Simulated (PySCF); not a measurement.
Gas-phase reaction: 2 GeH₃ + 3 F₂ ⇌ 2 GeHF₃ + 4 H

Computed with PySCF and rigid-rotor harmonic-oscillator thermochemistry at 1 bar. † marks an energy on the PBE0/def2-TZVP geometry and frequencies. Open shells (unrestricted): GeH₃ (multiplicity 2), H (multiplicity 2); the rest are closed-shell singlets. B3LYP is the form with VWN-RPA correlation. Ge: all electrons, no relativistic terms. GeH₃, GeHF₃: computed as isolated molecules; such fragments, hydroxides, amides, oligomers or adducts are transient or little studied in the gas. The harmonic model lacks anharmonicity and excited electronic states, which grow with temperature; levels with a mode under 35 cm⁻¹ are left out.

```csv
level,"ΔE electronic, kJ","ΔH°(298 K), kJ","ΔS°(298 K), J/K","ΔG°(800 K), kJ"
B3LYP/def2-TZVP†,-1256,-1294,-17,-1295
BLYP/def2-TZVP†,-1186,-1224,-17,-1226
M06-2X/def2-TZVP†,-1441,-1478,-17,-1480
PBE/def2-TZVP†,-1223,-1261,-17,-1263
PBE0/def2-SVP†,-1268,-1306,-17,-1308
ωB97X-V/def2-TZVP†,-1327,-1365,-17,-1367
```
ΔH° is lowest at M06-2X/def2-TZVP† and highest at BLYP/def2-TZVP†. No reference value is set beside these.
